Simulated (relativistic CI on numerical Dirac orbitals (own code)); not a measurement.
**The 3d ions of charge 3+**

These numbers are calculated, not measured: Dirac-Coulomb-Breit CI, separate exchange-only KLI orbitals for each configuration, model QED (radiative potential, 1s self-energy scaled to tabulated hydrogen-like ionisation energies), unscaled Slater integrals (own radial code, finite nucleus).

Each species is treated in one configuration, given outside its closed core, with all valence electrons in the open shell. Radial values are for the open shell of highest l, unscaled and averaged over j; ζ includes the Breit term. Labels give the leading LS character, summed over repeated terms.

| Ion | Configuration | Its lowest level | LS weight (%) | ⟨r⟩ (bohr) | ⟨r²⟩ (bohr²) | ζ (cm⁻¹) | F² (cm⁻¹) | F⁴ (cm⁻¹) |
| --- | --- | --- | --- | --- | --- | --- | --- | --- |
| Ti³⁺ | 3d | 2D_3/2 | 100 | 1.253 | 1.929 | 138.3 |  |  |
| V³⁺ | 3d2 | 3F_2 | 100 | 1.17 | 1.688 | 194.9 | 81230 | 50910 |
| Cr³⁺ | 3d3 | 4F_3/2 | 100 | 1.098 | 1.493 | 264.9 | 86440 | 54120 |
| Mn³⁺ | 3d4 | 5D_0 | 100 | 1.035 | 1.332 | 350.2 | 91580 | 57290 |
| Fe³⁺ | 3d5 | 6S_5/2 | 100 | 0.98 | 1.198 | 452.6 | 96650 | 60420 |
| Co³⁺ | 3d6 | 5D_4 | 100 | 0.9308 | 1.085 | 574.2 | 101700 | 63510 |
| Ni³⁺ | 3d7 | 4F_9/2 | 100 | 0.8868 | 0.9877 | 717.3 | 106600 | 66570 |
| Cu³⁺ | 3d8 | 3F_4 | 100 | 0.8471 | 0.9041 | 883.9 | 111600 | 69610 |
| Zn³⁺ | 3d9 | 2D_5/2 | 100 | 0.811 | 0.8312 | 1077 |  |  |

At low charge ζ of a weakly bound d or f electron comes out too small.
